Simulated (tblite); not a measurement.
Compound: C₄H₅F₂O₂ (doublet state).
Bonds: C1–O2, O2–C3, C3–C4 (double), C3–O5, O5–C6, C6–F7, C6–F8. Hydrogens: H9, H10 on C1; H11, H12 on C4; H13 on C6.
Bond orders are those of one Lewis drawing.

Computed with GFN2-xTB (tblite), gas phase: L-BFGS steps from a force-field or distance-geometry start until the largest atomic force falls under 0.01 eV/Å.

Step 54: E = -778.5951 eV
```
atom  x, y, z in Å  |  force x, y, z in eV/Å
C1      2.0286   -0.2432   -0.2322   -0.009   0.028  -0.017
O2      1.2047    0.8127   -0.0917    0.000  -0.004  -0.016
C3     -0.1151    0.7497   -0.3033   -0.001   0.013  -0.009
C4     -0.8902    1.8392   -0.2807    0.011  -0.005  -0.006
O5     -0.6523   -0.5088   -0.5765    0.005   0.006  -0.011
C6     -0.8588   -1.2942    0.5084   -0.011  -0.005  -0.005
F7     -1.0553   -2.5481    0.0860    0.030  -0.010   0.007
F8     -1.9880   -0.9356    1.1683   -0.005   0.015  -0.002
H9      3.0637    0.0019   -0.1081   -0.030  -0.006   0.006
H10     1.7020   -1.1479   -0.7108   -0.016   0.023   0.011
H11    -1.9472    1.7545   -0.4374    0.023  -0.019   0.015
H12    -0.4622    2.8106   -0.1304    0.021  -0.018   0.007
H13    -0.0343   -1.2903    1.2472   -0.018  -0.017   0.019
```

Step 55: E = -778.5953 eV
```
atom  x, y, z in Å  |  force x, y, z in eV/Å
C1      2.0302   -0.2421   -0.2352   -0.008   0.037  -0.009
O2      1.2057    0.8128   -0.0911   -0.002  -0.002  -0.024
C3     -0.1142    0.7500   -0.3026    0.002  -0.004   0.006
C4     -0.8894    1.8396   -0.2790    0.015  -0.012  -0.013
O5     -0.6510   -0.5091   -0.5748   -0.004   0.003  -0.023
C6     -0.8612   -1.2951    0.5093    0.001   0.012  -0.013
F7     -1.0511   -2.5503    0.0865    0.024   0.012   0.015
F8     -1.9940   -0.9380    1.1637   -0.006   0.002  -0.008
H9      3.0657    0.0041   -0.1145   -0.036  -0.011   0.006
H10     1.7015   -1.1486   -0.7084   -0.014   0.020   0.008
H11    -1.9464    1.7541   -0.4367    0.030  -0.012   0.021
H12    -0.4598    2.8107   -0.1298    0.010  -0.023   0.006
H13    -0.0402   -1.2873    1.2515   -0.012  -0.024   0.028
```

Step 56: E = -778.5957 eV
```
atom  x, y, z in Å  |  force x, y, z in eV/Å
C1      2.0317   -0.2406   -0.2383   -0.013   0.037  -0.004
O2      1.2069    0.8135   -0.0914   -0.002   0.003  -0.030
C3     -0.1132    0.7504   -0.3022    0.005  -0.024   0.018
C4     -0.8885    1.8398   -0.2771    0.019  -0.017  -0.018
O5     -0.6489   -0.5097   -0.5735   -0.014  -0.002  -0.026
C6     -0.8637   -1.2960    0.5099    0.016   0.029  -0.015
F7     -1.0451   -2.5529    0.0874    0.009   0.034   0.019
F8     -2.0010   -0.9404    1.1575   -0.005  -0.016  -0.019
H9      3.0673    0.0063   -0.1221   -0.032  -0.013   0.007
H10     1.6998   -1.1494   -0.7047   -0.009   0.017   0.004
H11    -1.9455    1.7538   -0.4344    0.032  -0.005   0.023
H12    -0.4567    2.8103   -0.1295    0.000  -0.022   0.007
H13    -0.0475   -1.2847    1.2571   -0.005  -0.022   0.033
```

Step 57: E = -778.5961 eV
```
atom  x, y, z in Å  |  force x, y, z in eV/Å
C1      2.0331   -0.2385   -0.2414   -0.012   0.023  -0.004
O2      1.2087    0.8151   -0.0935   -0.005   0.011  -0.034
C3     -0.1117    0.7508   -0.3014    0.007  -0.043   0.023
C4     -0.8869    1.8400   -0.2747    0.021  -0.019  -0.019
O5     -0.6458   -0.5104   -0.5722   -0.020  -0.008  -0.020
C6     -0.8667   -1.2967    0.5103    0.029   0.040  -0.007
F7     -1.0358   -2.5559    0.0887   -0.009   0.054   0.020
F8     -2.0111   -0.9441    1.1475    0.000  -0.034  -0.032
H9      3.0692    0.0092   -0.1336   -0.026  -0.014   0.009
H10     1.6969   -1.1508   -0.6978   -0.001   0.018   0.003
H11    -1.9442    1.7537   -0.4290    0.026   0.002   0.021
H12    -0.4523    2.8094   -0.1294   -0.010  -0.016   0.010
H13    -0.0580   -1.2812    1.2655   -0.001  -0.012   0.030
```

Question: Estimate the geometry and energy of step 58. (The exact step hangs on the optimiser's Hessian estimate; all steps are aligned on step 57, rigid shifts and turns removed.)

Answer: E = -778.5967 eV, largest force 0.067 eV/Å
```
atom  x, y, z in Å  |  force x, y, z in eV/Å
C1      2.0348   -0.2356   -0.2451   -0.016  -0.004  -0.008
O2      1.2115    0.8180   -0.0978   -0.002   0.013  -0.032
C3     -0.1093    0.7509   -0.2998    0.007  -0.049   0.012
C4     -0.8845    1.8399   -0.2724    0.018  -0.019  -0.011
O5     -0.6417   -0.5111   -0.5705   -0.019  -0.013  -0.005
C6     -0.8700   -1.2970    0.5107    0.033   0.040   0.009
F7     -1.0242   -2.5587    0.0902   -0.024   0.061   0.015
F8     -2.0244   -0.9501    1.1337    0.006  -0.045  -0.040
H9      3.0714    0.0118   -0.1480   -0.008  -0.010   0.013
H10     1.6931   -1.1523   -0.6888    0.009   0.021   0.002
H11    -1.9422    1.7531   -0.4202    0.012   0.008   0.015
H12    -0.4474    2.8085   -0.1301   -0.016  -0.007   0.014
H13    -0.0716   -1.2769    1.2771    0.001   0.005   0.018
```

The energy changes by -0.0006 eV. The first-order estimate −F·Δx gives -0.0008 eV and the mean of the old and new forces, exact on a quadratic surface, -0.0006 eV. The step makes an angle of 81° with the force vector and moves no atom by more than 0.020 Å.

What follows is the cost of the whole relaxation. On one thread, Arm Neoverse V1 (aarch64) (shared host), this took 0.87 s.
